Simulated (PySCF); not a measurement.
## Steps of a relaxation of [Hg(PH3)]2+

[Hg(PH3)]2+ (singlet). PySCF 2.14.0, RKS PBE0, Hg def2-SVP with ECP60, P def2-SVP, H def2-SVP; non-relativistic Hamiltonian with scalar-relativistic core potentials where named; density fitting; no spin-orbit coupling. Origin of the start: template. Columns: position (Å) and force (eV/Å). Energies are counted from the last step; some of the 5 steps are shown. Forces carry noise of the integration grid, about 0.01 to 0.03 eV/Å.

Run from Python with OMP_NUM_THREADS=2. Where DIIS fails, smearing, a level shift and second-order steps follow.
It took 4.8 s on 2 threads of Arm Neoverse V1, with other jobs on the host, from the converged density of the start.

```xyz
5
step 0  E = 0.637 eV
Hg    0.0000    0.0000   -0.3697     0.00    0.00    0.48
P     0.0000    0.0000    2.1303     0.00    0.00    2.17
H     1.2100    0.0000    2.8735     0.78    0.00   -0.88
H    -0.6050    1.0479    2.8735    -0.39    0.67   -0.88
H    -0.6050   -1.0479    2.8735    -0.39   -0.67   -0.88
```

```xyz
5
step 1  E = 0.148 eV
Hg    0.0000    0.0000   -0.2683     0.00    0.00    0.38
P     0.0000    0.0000    2.2315     0.00    0.00    1.34
H     1.3174    0.0000    2.8060    -0.07    0.00   -0.58
H    -0.6587    1.1409    2.8060     0.03   -0.06   -0.58
H    -0.6587   -1.1409    2.8060     0.03    0.06   -0.58
```

```xyz
5
step 3  E = 0.001 eV
Hg    0.0000    0.0000   -0.1454     0.00    0.00    0.04
P     0.0000    0.0000    2.3233     0.00    0.00    0.13
H     1.3648    0.0000    2.7344    -0.11    0.00   -0.06
H    -0.6824    1.1820    2.7344     0.05   -0.09   -0.06
H    -0.6824   -1.1820    2.7344     0.05    0.09   -0.06
```

Where does the relaxation end?

It converges at step 4 in C3v:
```xyz
5
step 4  E = 0
Hg    0.0000    0.0000   -0.1356
P     0.0000    0.0000    2.3282
H     1.3617    0.0000    2.7295
H    -0.6808    1.1793    2.7295
H    -0.6809   -1.1793    2.7295
```

How did the contacts change?


```json
{"contact": "Hg1–P2 (PH3)", "start (Å)": "2.500", "end (Å)": "2.464"}
```
